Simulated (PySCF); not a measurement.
**NMR parameters of (LiBr)3 ring**

(LiBr)3 ring, Br3Li3.

Cartesian coordinates in Å; atom numbers follow the order of the lines, from 1:
```xyz
6

Li    1.5558    1.2321    0.1451
Br   -0.0308    1.8778    1.7319
Li   -1.6309    0.2853    1.1431
Br   -2.0205   -1.5691   -0.2160
Li    0.0660   -1.5086   -1.2730
Br    2.0605   -0.3174   -1.5310
```

GIAO calculations in PySCF 2.14.0 with density-fitted response routines on the PBE0-D3(BJ)/def2-SVP structure: isolated species, non-relativistic, equivalent atoms averaged; basis pcSseg-1.

Task: Give the isotropic shieldings (ppm) with KT2, PBE0.

Result: 
```
             atoms             environment   KT2  PBE0
       Br2/Br4/Br6  bromine bonded to 2 Li  2909  2926
       Li1/Li3/Li5  lithium bonded to 2 Br  88.4  88.9
HOMO–LUMO gap (eV)                       –  5.46  7.24
```

Task: And the chemical shifts, against references computed in the same way?

Result: 
```csv
atoms,"nucleus, reference",KT2,PBE0
Br2/Br4/Br6,"⁷⁹Br, HBr",-332,-341
```

Task: Which part of the shielding of Br2/Br4/Br6 depends on the functional?

Result: Diamagnetic: KT2 3128, PBE0 3125 ppm; paramagnetic: KT2 -219, PBE0 -200 ppm. The diamagnetic part, set mainly by inner electrons, hardly moves; the paramagnetic part goes with low-lying magnetically allowed excitations and carries the spread.

Relativistic effects, spin–orbit coupling among them, are left out; they matter for Br and for the light atoms bonded to it.
